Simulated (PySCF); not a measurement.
B(OH)(OMe)(OSiH3), SMILES O(B(O)O[SiH3])C (CH7BO3Si) (PBE0/def2-SVP optimised geometry):

```
13

B     -0.575     0.812     0.000
O     -1.278     1.979     0.000
H     -2.225     1.810    -0.002
O      0.784     0.812     0.000
C      1.550     1.989     0.003
H      0.918     2.889    -0.036
H      2.167     2.027     0.915
H      2.225     1.990    -0.867
O     -1.225    -0.393    -0.001
Si    -0.528    -1.917    -0.001
H      0.303    -2.125    -1.223
H     -1.657    -2.889    -0.001
H      0.305    -2.125     1.219
```

Computed with PBE0/def2-TZVP (PySCF 2.14.0).

Task: What are the frontier orbital energies and the dipole moment?

Result: HOMO-2 -9.11 eV, HOMO-1 -8.93 eV, HOMO -8.51 eV, LUMO 0.25 eV, LUMO+1 1.29 eV; dipole moment 0.55 D.

On the same geometry PBE/def2-TZVP run with PySCF 2.14.0 gives HOMO-2 -7.60 eV, HOMO-1 -7.41 eV, HOMO -6.94 eV, LUMO -0.60 eV, LUMO+1 0.42 eV; dipole moment 0.60 D.

Meta-Löwdin charges at PBE0/def2-TZVP: B1 0.57, O2 -0.55, H3 0.36, O4 -0.41, C5 -0.12, H6 0.12, H7 0.12, H8 0.12, O9 -0.64, Si10 0.74, H11 -0.11, H12 -0.10, H13 -0.11.
